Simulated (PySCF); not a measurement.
C7H12PSi (charge -1).
Atom-mapped SMILES: `[CH3:1][CH2:2][c:3]1[p-:4][cH:5][c:6]([SiH3:7])[c:8]1[CH3:9]`

Cartesian coordinates in Å at the GFN2-xTB level; atoms count from 1:
```xyz
21
C7H12PSi angstrom
C      2.910    0.400   -0.210
C      2.142   -0.573    0.686
C      0.729   -0.120    0.919
P      0.235    0.671    2.420
C     -1.367    0.843    1.786
C     -1.523    0.323    0.503
Si    -3.115    0.367   -0.426
C     -0.310   -0.226    0.017
C     -0.201   -0.845   -1.346
H      2.921    1.386    0.250
H      2.425    0.483   -1.180
H      3.941    0.070   -0.361
H      2.156   -1.571    0.228
H      2.655   -0.643    1.650
H     -2.164    1.310    2.348
H     -3.045    1.052   -1.740
H     -4.179    1.062    0.321
H     -3.682   -0.966   -0.755
H      0.664   -1.504   -1.417
H     -0.105   -0.077   -2.120
H     -1.096   -1.426   -1.573
```

Definitions: NICS(0) = −σiso at the ring centroid; NICS(1) = −σiso and NICS(1)zz = −σzz at ±1 Å along the ring normal z. Level: GIAO PBE0/pcSseg-1 (PySCF, non-relativistic, gas phase) on the GFN2-xTB geometry, one conformer.

Ring bond lengths (Å), with Mayer bond orders in brackets: C3–P4 1.767 (1.20), P4–C5 1.731 (1.32), C5–C6 1.393 (1.42), C6–C8 1.418 (1.29), C8–C3 1.380 (1.53).

What do the NICS probes read (ppm)?

```csv
ring,type,NICS(0),"NICS(1), two faces","NICS(1)zz, two faces",rms pucker (Å),"centre to ring atoms, mean (Å)"
C3–P4–C5–C6–C8,5-membered ring with P; formal bonds all aromatic,-10.9,-10.8 / -10.8,-27.4 / -26.7,0.00,1.30
```

What can be read from them?

- C3–P4–C5–C6–C8: mean NICS(1)zz -27.0 ppm, shielded.

What does the geometric index give? HOMA takes Krygowski's 1993 parameters.

- C3–P4–C5–C6–C8: HOMA 0.81; the largest term is that of C3–P4, α(R − Ropt)² = 0.56.

At the first NICS(1) probe listed for ring C3–P4–C5–C6–C8, 1 Å off the ring, how large is the induced field along the normal in 1 T applied along it?

NICSzz × B0 = -27.4 ppm × 1 T = -27 μT, against the applied field.

Give the inner angles of the rings and the Hirshfeld charges of the ring atoms.

- C3–P4–C5–C6–C8: C3 112.3° (-0.111 e), P4 89.5° (-0.198 e), C5 113.8° (-0.186 e), C6 111.4° (-0.173 e), C8 112.9° (-0.058 e); sum 540.0° against 540° for a flat convex ring.
